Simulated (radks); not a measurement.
Isoelectronic series with 12 electrons, each ion in its NIST ground configuration. Method: non-relativistic Kohn-Sham, r2SCAN, spin-polarised, spherical densities, point nucleus; meta-GGA in the generalised Kohn-Sham scheme; computed with a radial shooting solver on a logarithmic mesh with Libxc functionals. Total energies (hartree) and orbital eigenvalues (eV):

Mg: configuration [Ne] 3s2; E (hartree) -200.04431; 3s -4.8112; 2p -48.1710; 2s -82.7135; 1s -1266.445
Al+: configuration [Ne] 3s2; E (hartree) -242.11223; 3s -14.9358; 2p -79.8523; 2s -119.6519; 1s -1526.430
Si2+: configuration [Ne] 3s2; E (hartree) -288.43877; 3s -28.6587; 2p -119.0599; 2s -164.1661; 1s -1814.358
P3+: configuration [Ne] 3s2; E (hartree) -339.00997; 3s -45.7099; 2p -165.4443; 2s -215.8886; 1s -2129.894
S4+: configuration [Ne] 3s2; E (hartree) -393.81865; 3s -65.9717; 2p -218.8602; 2s -274.6632; 1s -2472.896
Cl5+: configuration [Ne] 3s2; E (hartree) -452.86059; 3s -89.3825; 2p -279.2328; 2s -340.4084; 1s -2843.288
Ar6+: configuration [Ne] 3s2; E (hartree) -516.13306; 3s -115.9058; 2p -346.5184; 2s -413.0764; 1s -3241.025
K7+: configuration [Ne] 3s2; E (hartree) -583.63420; 3s -145.5185; 2p -420.6890; 2s -492.6363; 1s -3666.075
Ca8+: configuration [Ne] 3s2; E (hartree) -655.36267; 3s -178.2051; 2p -501.7260; 2s -579.0674; 1s -4118.417
Sc9+: configuration [Ne] 3s2; E (hartree) -731.31751; 3s -213.9547; 2p -589.6160; 2s -672.3551; 1s -4598.037
Ti10+: configuration [Ne] 3s2; E (hartree) -811.49798; 3s -252.7593; 2p -684.3494; 2s -772.4888; 1s -5104.923
V11+: configuration [Ne] 3s2; E (hartree) -895.90351; 3s -294.6131; 2p -785.9188; 2s -879.4606; 1s -5639.066
Cr12+: configuration [Ne] 3s2; E (hartree) -984.53364; 3s -339.5115; 2p -894.3187; 2s -993.2643; 1s -6200.458
Mn13+: configuration [Ne] 3s2; E (hartree) -1077.38803; 3s -387.4512; 2p -1009.545; 2s -1113.895; 1s -6789.095
Fe14+: configuration [Ne] 3s2; E (hartree) -1174.46639; 3s -438.4292; 2p -1131.593; 2s -1241.349; 1s -7404.972
